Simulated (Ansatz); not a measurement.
Total energies of GeHMe2(OiPr) (C₅H₁₄GeO) from Ansatz at PBE-D4/def2-TZVP, gas phase (1 Eh = 27.2114 eV = 2625.5 kJ/mol). The reference geometry is relaxed at PBE0-D4/def2-SVP.

| state | geometry | energy (Eh) |
| --- | --- | --- |
| charge 0 singlet | reference | -2350.65375 |
| charge 1 doublet | reference | -2350.33329 |
| charge 1 doublet | relaxed at PBE0-D4/def2-SVP | -2350.34243 |
| free Ge atom (triplet) | – | -2076.60177 |
| free H atom (doublet) | – | -0.49962 |
| free C atom (triplet) | – | -37.79597 |
| free O atom (triplet) | – | -75.00967 |

Q: Work out the vertical ionisation energy to the doublet.

A: E(charge 1 doublet) − E(charge 0 singlet) = -2350.33329 − (-2350.65375) = 0.32046 Eh = 8.72 eV. For comparison, −ε of the highest occupied level is 5.79 eV at this level, 2.93 eV less.

Q: How much does the charge 1 doublet relax, and what is the adiabatic ionisation energy?

A: Relaxation: -2350.33329 − (-2350.34243) = 0.00914 Eh = 0.25 eV. Adiabatic ionisation energy: 0.31132 Eh = 8.47 eV, without zero-point energy. 

Q: What is the binding energy per atom against free atoms?

A: Atoms: 1 × (-2076.60177) + 14 × (-0.49962) + 5 × (-37.79597) + 1 × (-75.00967) = -2347.58597 Eh. Binding: -2347.58597 − (-2350.65375) = 3.06778 Eh = 83.48 eV, or 3.98 eV for each of 21 atoms (no zero-point energy, no counterpoise term).
